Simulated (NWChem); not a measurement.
System: hydronium (H3O cation); SMILES [OH3+]

```xyz
4

O      0.0000     0.0000     0.0788
H      0.6693     0.6693    -0.2074
H      0.2450    -0.9143    -0.2074
H     -0.9143     0.2450    -0.2074
```
Atoms are numbered in this order, from 1.

The geometry was optimised at B3LYP/6-31G* (spherical d).

List the 6 lowest vertical singlet excitations from B3LYP/def2-SVPD, TDA (NWChem).


| state | energy (eV) | oscillator strength | leading excitation (squared amplitude) |
|---|---|---|---|
| S1 | 11.32 | 0.041 | HOMO → LUMO (0.99) |
| S2 | 13.49 | 0.016 | HOMO → LUMO+1 (0.99) |
| S3 | 13.49 | 0.016 | HOMO → LUMO+2 (0.99) |
| S4 | 16.25 | 0.000 | HOMO → LUMO+3 (0.93) |
| S5 | 16.28 | 0.000 | HOMO → LUMO+5 (0.97) |
| S6 | 16.28 | 0.000 | HOMO → LUMO+4 (0.97) |
